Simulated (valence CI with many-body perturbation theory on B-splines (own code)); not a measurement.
Cs⁶⁺ in brief

Level of theory: valence CI with perturbative core correlation (CI+MBPT): three valence electrons over a frozen Dirac-Fock core [Kr] 4d10, radial functions for each j: 7 s, 7 p, 7 d, 7 f, 4 g, 2 h, with the one-electron correlation potential Σ1 (screened to all orders), the two-electron term Σ2, the three-electron term Σ3, Breit, model QED; selected single and double excitations, second order for the rest, scaled by the run's own slope (own B-spline code, finite nucleus).

Against 26 measured levels this calculation errs by 257 cm⁻¹ on average and by 947 at most. These come from a selection out of Sansonetti, J. Phys. Chem. Ref. Data 38, 761 (2009). Levels without a partner in it may be off by more, other configurations by several thousand cm⁻¹. 1 measured level below the end of the list, from 297071 cm⁻¹ on, found no clear computed partner, and computed levels of the same name lie up to 1369 cm⁻¹ from them.

Names give the largest LS component (configuration and term), which can be under half, so a name can repeat, a term be missing and a line seem to break the LS rules; names also repeat where a configuration has a term twice.

Rates and lifetimes use the calculated energies. Strong lines usually hold to 10 to 20 %, long lifetimes can be off by a factor of two.

What is the ground level?

5s²5p ²P°_1/2, composition 98 % 5s²5p ²P°, g = 0.665.

Name the longest-lived excited levels whose lifetime is computed, and their main decay.

5s²5p ²P°_3/2 at 19385 cm⁻¹ lives 15.1 ms, mostly by M1 to 5s²5p ²P°_1/2; 4f5s5p ⁴D_1/2 at 290110 cm⁻¹ lives 12.8 μs, mostly by E1 to 5s²5p ²P°_1/2; 4f5s5p ⁴G_9/2 at 281540 cm⁻¹ lives 469 ns, mostly by E1 to 4f5s² ²F°_7/2. The lifetime of 4f5s5p ⁴G_11/2 is too uncertain to give, and may be longer.

Among levels below 300440 cm⁻¹, which E1 lines absorb most strongly from the ground level?

to 5s²5d ²D_3/2 at 48.42 nm, f = 1.19; to 5s5p² ²P_1/2 at 63.10 nm, f = 0.600; to 5s5p² ²P_3/2 at 55.60 nm, f = 0.289.

What is the ionisation energy?

83.326 eV; NIST lists 82.9 ± 2 eV (theoretical).

What are the static dipole polarisabilities of the lowest levels?

5s²5p ²P°_1/2 4.53; 5s²5p ²P°_3/2 4.73 (tensor 0.21) bohr³, of which the core gives 0.689.
